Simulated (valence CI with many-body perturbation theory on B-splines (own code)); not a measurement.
Results of a calculation; reference values are marked as such.
## Re LXX: input, log and results

Method: relativistic CI+MBPT: four valence electrons over a frozen Dirac-Fock core [He], radial functions for each j: 11 s, 11 p, 10 d, 8 f, 5 g, 2 h, with the one-electron correlation potential Σ1 (screened to all orders), the two-electron term Σ2, the three-electron term Σ3, Breit, model QED; selected single and double excitations, second order for the rest, scaled by the run's own slope (own B-spline code, finite nucleus).

Command, and the settings that its task file holds:

```sh
python run_cv.py task.json out
```

```
atom Re  Z=75  mass_number=187  rms_radius_fm=5.3698
core [He]
valence 2s2 2p2
avg = 1
basis = M
breit = 1
cap = 32000
capref = 2000
cscale = 1
de = 0.0
dress = 0
eps = 2e-08
extrap = 1
h = 0.27
hh = 1
l2 = 3
lcore = 6
maxit = 60
n2 = 5
natural = 1
nlev = 150
nno = [5, 5, 5, 4, 2, 1]
nroot = 36
nsp = [6, 6, 5, 4, 3, 1]
pt2 = 1
qed = 1
rpa = 1
s1 = 1
s2 = 1
s3 = 1
screen = 1
tol = 2e-05
whole = 1
```

Task: Roughly how long does this run take on one core of Arm Neoverse V1, and how much memory?

Result: 2.2 min on 1 thread of Arm Neoverse V1 (shared host), peak memory 0.94 GiB.

Log. The first blocks belong to the next ion, which gives the ionisation energy. Fields: 2J, parity (1 odd), roots, reference size, generating configurations, candidates as configurations/state functions, variational space P, stored matrix elements, Davidson steps; e2 is the range of second-order energies in hartree. The first line gives the box (bohr), its intervals, the orbitals and the steps of their self-consistent field. Window is the range of levels sought, series limit the energy at which the first omitted orbital would enter, core excitation an estimate of the first excitation out of the core, left out the lowest levels not solved, and shifts from estimates the range by which levels moved from their first estimate, all in cm⁻¹.

```
rmax 2.1 intervals 56 orbitals 83 references ['2s2 2p2', '2s 2p3', '2p4'] scf 2 t 0.5
2J=1 par=1 roots 2 ref 40 generators 2 cand 3202/4609 P 1820/2814 nnz 1.6e+06 it 5
2J=1 par=1 roots 2 ref 40 generators 2 cand 1414/1835 P 2102/3240 nnz 2.2e+06 it 4
   second order: generators 2 cand 1132/1409 e2 -0.00000 -0.00000
reference levels 1204, estimated 822, window 116977481 1/cm; series limit 141732378, core excitation 489223181
2J=0 par=0 roots 20 ref 53 generators 21 cand 28922/48079 P 4282/6400 nnz 2.5e+06 it 5
2J=0 par=0 roots 20 ref 53 generators 25 cand 29291/48735 P 18138/29881 nnz 3.5e+07 it 7
   second order: generators 29 cand 22233/36188 e2 -0.00004 -0.00000
2J=2 par=0 roots 36 ref 124 generators 24 cand 38992/144452 P 2436/7223 nnz 4.5e+06 it 5
2J=2 par=0 roots 36 ref 124 generators 30 cand 40972/154985 P 9078/31997 nnz 5.1e+07 it 7
   second order: generators 31 cand 36865/144965 e2 -0.00321 -0.00090
2J=4 par=0 roots 36 ref 150 generators 24 cand 42050/214814 P 2269/7258 nnz 5e+06 it 5
2J=4 par=0 roots 36 ref 150 generators 29 cand 44263/238844 P 7778/32000 nnz 5.6e+07 it 7
   second order: generators 35 cand 46500/254020 e2 -0.00587 -0.00145
2J=4 par=1 roots 36 ref 147 generators 25 cand 43428/229365 P 2167/7254 nnz 5.1e+06 it 5
2J=4 par=1 roots 36 ref 147 generators 32 cand 45593/252504 P 7509/32000 nnz 5.6e+07 it 8
   second order: generators 35 cand 47963/270970 e2 -0.00611 -0.00146
2J=2 par=1 roots 36 ref 127 generators 26 cand 39090/144595 P 2552/7232 nnz 4.4e+06 it 5
2J=2 par=1 roots 36 ref 127 generators 33 cand 41025/155130 P 9375/31998 nnz 5.1e+07 it 8
   second order: generators 36 cand 39450/154426 e2 -0.00420 -0.00082
2J=6 par=1 roots 22 ref 122 generators 18 cand 39730/244087 P 2249/7219 nnz 4.9e+06 it 6
2J=6 par=1 roots 22 ref 122 generators 23 cand 40538/258135 P 7422/31999 nnz 5.8e+07 it 8
   second order: generators 24 cand 35365/233355 e2 -0.00405 -0.00178
2J=0 par=1 roots 16 ref 49 generators 16 cand 25605/41564 P 4174/6400 nnz 2.4e+06 it 5
2J=0 par=1 roots 16 ref 49 generators 23 cand 32744/54512 P 17358/28676 nnz 3.3e+07 it 7
   second order: generators 23 cand 19560/32236 e2 -0.00004 -0.00000
2J=6 par=0 roots 24 ref 123 generators 18 cand 45996/266222 P 2220/7225 nnz 4.9e+06 it 5
2J=6 par=0 roots 24 ref 123 generators 23 cand 48081/296899 P 7218/31986 nnz 5.8e+07 it 8
   second order: generators 28 cand 49253/313350 e2 -0.00581 -0.00195
2J=8 par=1 roots 9 ref 82 generators 9 cand 26337/169816 P 2259/7166 nnz 4.5e+06 it 5
2J=8 par=1 roots 9 ref 82 generators 14 cand 34281/244154 P 7050/31995 nnz 6.5e+07 it 8
   second order: generators 14 cand 29490/219325 e2 -0.00153 -0.00060
2J=8 par=0 roots 10 ref 83 generators 7 cand 24147/149413 P 2258/7160 nnz 4.5e+06 it 5
2J=8 par=0 roots 10 ref 83 generators 11 cand 29398/211048 P 7086/31996 nnz 6.4e+07 it 5
   second order: generators 12 cand 28771/218721 e2 -0.00169 -0.00053
2J=10 par=0 roots 3 ref 46 generators 4 cand 14883/88869 P 2007/6395 nnz 4e+06 it 4
2J=10 par=0 roots 3 ref 46 generators 5 cand 13959/85739 P 6334/28526 nnz 7e+07 it 5
   second order: generators 5 cand 9632/63608 e2 -0.00007 -0.00004
2J=10 par=1 roots 2 ref 45 generators 2 cand 10291/59311 P 1805/6400 nnz 3.6e+06 it 5
2J=10 par=1 roots 2 ref 45 generators 4 cand 16866/120080 P 4826/23463 nnz 5.5e+07 it 5
   second order: generators 4 cand 13845/103017 e2 -0.00007 -0.00006
left out: unestimated 131503387, estimated 121192507, shifts from estimates -66 to 126
operators 0.2
```

The Davidson iterations converged.

The last digits are not significant, and no measured levels were compared; by estimate large intervals hold to a few tenths of a per cent, small ones and those within an open d or f shell to about a per cent. Among the levels kept, up to 1300 cm⁻¹ of a level comes from second order outside the variational space, and about a tenth of that is noise between levels of different J, which matters for small intervals.

```
Valence energy                            : -2891.576 hartree
Ionisation energy                         : 19005 eV (NIST: 19000 ± 50 eV (theoretical))
Reference configurations for the orbitals : 2s2 2p2, 2s 2p3, 2p4
Radial orbitals                           : 83
Box radius                                : 2.133 bohr
Largest variational space                 : 32000
Lowest levels                             : (2s^2 2p1/2^2) J=0 0.00, (2s^2 2p1/2 2p3/2) J=1 12117, (2s^2 2p1/2 2p3/2) J=2 12264, (2s 2p1/2^2 2p3/2) J=2 14609, (2s 2p1/2^2 2p3/2) J=1 15333, (2s^2 2p3/2^2) J=2 24583, (2s^2 2p3/2^2) J=0 25102, (2s 2p1/2 2p3/2^2) J=2 [a] 26491, (2s 2p1/2 2p3/2^2) J=3 26852, (2s 2p1/2 2p3/2^2) J=0 27373, (2s 2p1/2 2p3/2^2) J=1 [a] 27560, (2s 2p1/2 2p3/2^2) J=2 [b] 27633, (2s 2p1/2 2p3/2^2) J=1 [b] 27670, (2p1/2^2 2p3/2^2) J=2 30269 × 10³ cm⁻¹
```

Levels are named by their leading jj configuration (3d3/2^4 stands for four electrons in 3d with j = 3/2), which in mixed levels can hold well under half, so a name can repeat and another be missing. Letters in brackets count levels of one name in rising energy.
